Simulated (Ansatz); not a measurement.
Ideal-gas functions of CH4FNTe (`NC(F)[TeH]`) at 400 K and 1 bar, from an Ansatz frequency run at PBE0-D4/def2-TZVP.

Molar mass 176.65 g/mol, point group C1 (symmetry number 1), electronic degeneracy 1, moments of inertia 57.208, 243.178, 287.928 u Å². Harmonic wavenumbers (cm⁻¹, unscaled): 120, 203, 233, 280, 514, 565, 604, 661, 989, 1127, 1188, 1285, 1414, 1648, 2155, 3127, 3578, 3688.

Use S(trans) = R[1.5 ln M + 2.5 ln T − 1.1517]; rotational temperatures θ = 24.2544 K / I; S(rot) = R[ln(√π/σ · √(T³/θAθBθC)) + 1.5]; for each mode x = 1.438777 ν̃/T, S = R[x/(eˣ − 1) − ln(1 − e⁻ˣ)] and H = RT x/(eˣ − 1); 1 cm⁻¹ = 0.0119627 kJ/mol; R = 8.31446 J/(mol·K).

Problem. By hand: the entropy, in J/(mol·K).

Solution. Translation 179.5. Rotation: θ = 0.424, 0.0997, 0.0842 K, giving 115.4. Vibration, mode by mode: 15.36, 11.11, 10.02, 8.60, 4.30, 3.72, 3.33, 2.83, 1.11, 0.74, 0.62, 0.46, 0.31, 0.15, 0.03, 0.00, 0.00, 0.00, in all 62.7. Electronic 0.0. Sum 357.6 J/(mol·K).

Problem. By hand: H − E and G − E in kJ/mol, counted from the electronic energy.

Solution. Zero-point energy ½ × 23379 × 0.0119627 = 139.8; thermal vibration 14.0; translation, rotation and pV give 4 RT = 13.3. H − E = 167.1 kJ/mol, and G − E = 167.1 − 400 × 357.6/1000 = 24.1 kJ/mol.

Vibration gives 18 % of the entropy, 15.4 J/(mol·K) of it from the mode under 150 cm⁻¹: soft modes count most, and the harmonic formula is weakest for them. The sum counts one conformer and one mirror image; others add a mixing term.
